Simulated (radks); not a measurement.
A nucleus of charge 54.4 with 52 electrons, configuration [Kr] 4d10 5s2 5p4.

Method: scalar-relativistic Kohn-Sham, PBE, spin-polarised, spherical densities, finite nucleus; open shells are filled with parallel spins first (spin-orbit coupling, left out, can overturn this in heavy ions); Fermi nuclear charge, rms radius 4.7859 fm; computed with a radial shooting solver on a logarithmic mesh with Libxc functionals.

Energy parts (eV):
total: -206268.21
kinetic: 217064.97
electron-nucleus: -497940.39
Hartree: 79722.95
exchange-correlation: -5115.73

Orbitals (lengths in bohr, moments of r in powers of bohr; <r^-3> diverges for s and p1/2; r(90%) holds 90 % of the orbital's charge):
| orbital | occ. | eigenvalue (eV) | <1/r> | <r^4> | r(90%) | <r^-3> |
|---|---|---|---|---|---|---|
| 1s up | 1 | -34961.95 | 58.62 | 2.357e-06 | 0.0476 | - |
| 1s down | 1 | -34961.86 | 58.62 | 2.357e-06 | 0.0476 | - |
| 2s up | 1 | -5479.449 | 13.46 | 0.0003980 | 0.176 | - |
| 2s down | 1 | -5479.404 | 13.46 | 0.0003980 | 0.176 | - |
| 2p up | 3 | -4918.955 | 12.84 | 0.0002886 | 0.162 | 6334 |
| 2p down | 3 | -4918.876 | 12.84 | 0.0002886 | 0.162 | 6334 |
| 3s up | 1 | -1147.827 | 4.842 | 0.01680 | 0.446 | - |
| 3s down | 1 | -1147.746 | 4.842 | 0.01679 | 0.446 | - |
| 3p up | 3 | -967.0349 | 4.599 | 0.01761 | 0.452 | 1227 |
| 3p down | 3 | -966.9423 | 4.599 | 0.01760 | 0.452 | 1227 |
| 3d up | 5 | -699.9803 | 4.356 | 0.01514 | 0.436 | 169.0 |
| 3d down | 5 | -699.8913 | 4.356 | 0.01513 | 0.436 | 169.0 |
| 4s up | 1 | -231.0215 | 1.978 | 0.4681 | 1.02 | - |
| 4s down | 1 | -230.8316 | 1.978 | 0.4672 | 1.02 | - |
| 4p up | 3 | -173.5241 | 1.817 | 0.6340 | 1.10 | 247.7 |
| 4p down | 3 | -173.3282 | 1.817 | 0.6310 | 1.10 | 247.7 |
| 4d up | 5 | -89.7299 | 1.543 | 1.239 | 1.30 | 26.59 |
| 4d down | 5 | -89.4429 | 1.546 | 1.214 | 1.30 | 26.69 |
| 5s up | 1 | -45.7173 | 0.7519 | 16.76 | 2.49 | - |
| 5s down | 1 | -44.0534 | 0.7565 | 16.82 | 2.50 | - |
| 5p up | 3 | -32.3570 | 0.6426 | 30.86 | 2.91 | 32.92 |
| 5p down | 1 | -30.6324 | 0.6409 | 32.23 | 2.94 | 32.95 |

The highest occupied level is 5p down at -30.632 eV. The spin density at the nucleus is -2.079 e/bohr^3 (1s -0.446, 2s 0.119, 3s 0.090, 4s 0.321, 5s -2.162).
